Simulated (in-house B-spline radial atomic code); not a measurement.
# Functionals against successive ionisation energies: Se to Se⁶⁺

Ionisation energies as differences of self-consistent total energies from a B-spline radial code for spherical atoms: all electrons, radial basis limit, scalar-relativistic (one-electron X2C), spin-polarised at highest spin, spherical densities; exact exchange is averaged over the determinants of each configuration. No spin-orbit coupling, Breit or QED terms. NIST's values run from ground level to ground level, so in open shells the differences also hold multiplet and fine-structure energies that spherical high-spin averages miss. Columns give computed minus NIST, in eV; a star marks a semi-empirical value. Species are left out where the tabulated value is theory, is uncertain by more than 0.12 eV, or (13 ions, such as In⁴⁺, Te⁴⁺ and Bi⁴⁺) lies off its series for all methods alike, which flatters the means a little.

| species | shell | NIST (eV) | LDA exchange-only | PBE | BLYP | revTPSS |
| --- | --- | --- | --- | --- | --- | --- |
| Se | 4p | 9.75 | -1.51 | -0.24 | -0.13 | -0.32 |
| Se⁺ | 4p | 21.20 ± 0.01 | -0.80 | +0.12 | -0.18 | +0.29 |
| Se²⁺ | 4p | 31.70 ± 0.02 | -1.01 | -0.05 | -0.23 | +0.04 |
| Se³⁺ | 4p | 42.95 | -1.37 | -0.43 | -0.39 | -0.53 |
| Se⁵⁺ | 4s | 81.83 ± 0.03 | +0.36 | +1.27 | +1.62 | +0.51 |
| Se⁶⁺ | 3d | 155.33 ± 0.01 | -1.97 | -0.07 | -0.18 | -0.29 |

How do the methods rank, and which species is hardest?

Mean absolute (signed) differences: revTPSS 0.33 (-0.05) eV; PBE 0.36 (+0.10) eV; BLYP 0.45 (+0.09) eV; LDA exchange-only 1.17 (-1.05) eV. For Se³⁺, which loses a 4p electron, the nearest method is off by -0.39 eV, the largest such miss.
